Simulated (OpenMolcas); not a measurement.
**Computed levels of Ge2+**

```
Program             : OpenMolcas 26.06
Method              : XMS-RASPT2, IPEA 0.25 Eh, imaginary shift 0.1 Eh (closed shells correlated: 3d)
Basis               : ANO-RCC-VTZP [6s5p3d1f]
Scalar Hamiltonian  : DKH2, point nucleus
Active space        : 2 electrons in 9 orbitals (RAS2 4s 4p; RAS3 4d, at most 2 electrons)
State averaging     : 2S+1 = 3 even, 3 roots; 2S+1 = 1 even, 7 roots; 2S+1 = 3 odd, 3 roots; 2S+1 = 1 odd, 3 roots
Spin-orbit coupling : state interaction with AMFI integrals over the reference wave functions, term energies averaged over their components
```

Spin-free terms above the lowest, with the occupations of the reference:

```csv
Configuration,Term,E (cm-1),Occupations
4s2,1S,0.0,4s 1.92 4p 0.08
4s 4p,3P*,62150,4s 0.99 4p 1.00
4s 4p,1P*,92380,4s 0.96 4p 1.00 4d 0.04
4p2,1D,146550,4s 0.21 4p 1.57 4d 0.22
```

With spin-orbit coupling, above the lowest level:

| Configuration | Term | J | E (cm-1) | Measured (cm-1) | g | Term weight % | Second |
| --- | --- | --- | --- | --- | --- | --- | --- |
| 4s2 | 1S | 0 | 0.0 | 0.0 |  | 100 |  |
| 4s 4p | 3P* | 0 | 60800 | 61734 |  | 100 |  |
| 4s 4p | 3P* | 1 | 61450 | 62500 | 1.501 | 100 |  |
| 4s 4p | 3P* | 2 | 62820 | 64144 | 1.501 | 100 |  |
| 4s 4p | 1P* | 1 | 92410 | 91873 | 1.000 | 100 |  |
| 4p2 | 1D | 2 | 146320 | 144975 | 1.039 | 92 | 8 3P |
| 4p2 | 3P | 0 | 147070 | 147685 |  | 100 |  |

Against the 6 measured excited levels shown (Sugar and Musgrove, J. Phys. Chem. Ref. Data 22, 1213 (1993)) the mean absolute deviation is 970 cm-1; the largest miss in energy is 4p2 1D2: computed 146320, measured 144975 cm-1 (+0.9 %), and the largest in proportion 4s 4p 3P* 2 (-2.1 %).

CASPT2 breaks the degeneracy within a term, and the mean is taken; among the terms shown or strongly mixed into the levels shown the widest spread is 49 cm-1 (4p2 1D). Active for correlation alone: 4d; no level in the range computed is led by a configuration that fills it, so any true level of that kind is missing. Some terms mix strongly with configurations of 4d, whose occupation reaches 0.22 (4p2 1D). Measured partners are found by configuration, term and J. A level has none where our copy of the source lacks it or the pairing is in doubt (some pairs that miss far off the trend of their configuration count as doubtful), and it then counts in no deviation. Levels of configurations outside the active space are missing. The first state left out of the spin-orbit step lies near 180000 cm-1 above the lowest spin-free state of the reference (among the parities and spins computed), and the list stops at four fifths of that energy or lower.

The term weight is that of the spin-free term in the level, not the purity of its configuration. * marks odd parity.
